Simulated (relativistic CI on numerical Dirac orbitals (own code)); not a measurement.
# Inner-shell lines of Ru XXXI

Method of calculation: Dirac-Coulomb-Breit CI, orbitals from a KLI potential per configuration, a model potential for QED, valence Slater integrals scaled by 0.9 (own radial code, finite nucleus).

Configuration list (outside the closed core 1s2 2s2): 2p6 3s2 3p2, 2p5 3s2 3p2 3d, 2p5 3s2 3p2 4s, 2p5 3s2 3p2 4d, 2p5 3s 3p3 4s, 2p6 3s 3p3. Levels of other configurations are missing.

The table holds the strongest lines. The upper levels have an inner-shell vacancy. Auger decay, open to those above the ionisation limit, is not computed, and radiative decays to configurations outside the model are missing too. Absolute energies can be off by a few tenths of a per cent, and at this charge the scaling can make term splittings too narrow, so close lines can change order. LS names give the leading component, which can be well under half, for lower levels too. Brackets number the levels in order of energy.

| λ (Å) | Upper | Lower | A (s⁻¹) | gA (s⁻¹) |
| --- | --- | --- | --- | --- |
| 4.45289 | 2p5 3s2 3p2 3d 1F°_3 [63] | 2p6 3s2 3p2 1D_2 [3] | 5.88e+13 | 4.12e+14 |
| 4.44745 | 2p5 3s2 3p2 3d 3D°_1 [32] | 2p6 3s2 3p2 3P_0 [1] | 1.19e+14 | 3.57e+14 |
| 4.44269 | 2p5 3s2 3p2 3d 1F°_3 [104] | 2p6 3s2 3p2 3P_2 [4] | 6.83e+13 | 4.78e+14 |
| 4.43853 | 2p5 3s2 3p2 3d 1F°_3 [73] | 2p6 3s2 3p2 1D_2 [3] | 7.27e+13 | 5.09e+14 |
| 4.43806 | 2p5 3s2 3p2 3d 3P°_1 [70] | 2p6 3s2 3p2 3P_1 [2] | 1.38e+14 | 4.14e+14 |
| 4.43511 | 2p5 3s2 3p2 3d 3D°_2 [77] | 2p6 3s2 3p2 1D_2 [3] | 6.58e+13 | 3.29e+14 |
| 4.43429 | 2p5 3s2 3p2 3d 1P°_1 [115] | 2p6 3s2 3p2 1S_0 [5] | 1.91e+14 | 5.74e+14 |
| 4.43406 | 2p5 3s2 3p2 3d 3D°_2 [108] | 2p6 3s2 3p2 3P_2 [4] | 6.63e+13 | 3.32e+14 |
| 4.4301 | 2p5 3s2 3p2 3d 3D°_3 [112] | 2p6 3s2 3p2 3P_2 [4] | 7.78e+13 | 5.44e+14 |
| 4.42586 | 2p5 3s2 3p2 3d 3F°_3 [86] | 2p6 3s2 3p2 1D_2 [3] | 5.94e+13 | 4.16e+14 |
| 4.42532 | 2p5 3s2 3p2 3d 3P°_1 [113] | 2p6 3s2 3p2 3P_2 [4] | 1.68e+14 | 5.05e+14 |
| 4.42359 | 2p5 3s2 3p2 3d 3P°_2 [114] | 2p6 3s2 3p2 3P_2 [4] | 1.00e+14 | 5.02e+14 |
| 4.26042 | 2p5 3s2 3p2 3d 3P°_2 [136] | 2p6 3s2 3p2 1D_2 [3] | 8.54e+13 | 4.27e+14 |
| 4.2595 | 2p5 3s2 3p2 3d 3P°_2 [160] | 2p6 3s2 3p2 3P_2 [4] | 7.77e+13 | 3.88e+14 |
| 4.25495 | 2p5 3s2 3p2 3d 3D°_1 [121] | 2p6 3s2 3p2 3P_0 [1] | 1.50e+14 | 4.51e+14 |
| 4.25025 | 2p5 3s2 3p2 3d 3F°_3 [141] | 2p6 3s2 3p2 1D_2 [3] | 7.73e+13 | 5.41e+14 |
| 4.24271 | 2p5 3s2 3p2 3d 3D°_3 [169] | 2p6 3s2 3p2 3P_2 [4] | 8.10e+13 | 5.67e+14 |
| 4.24225 | 2p5 3s2 3p2 3d 3D°_1 [173] | 2p6 3s2 3p2 1S_0 [5] | 1.16e+14 | 3.49e+14 |
| 3.52164 | 2p5 3s2 3p2 4d 3D°_3 [331] | 2p6 3s2 3p2 3P_2 [4] | 5.27e+13 | 3.69e+14 |
| 3.5195 | 2p5 3s2 3p2 4d 1F°_3 [276] | 2p6 3s2 3p2 1D_2 [3] | 5.23e+13 | 3.66e+14 |
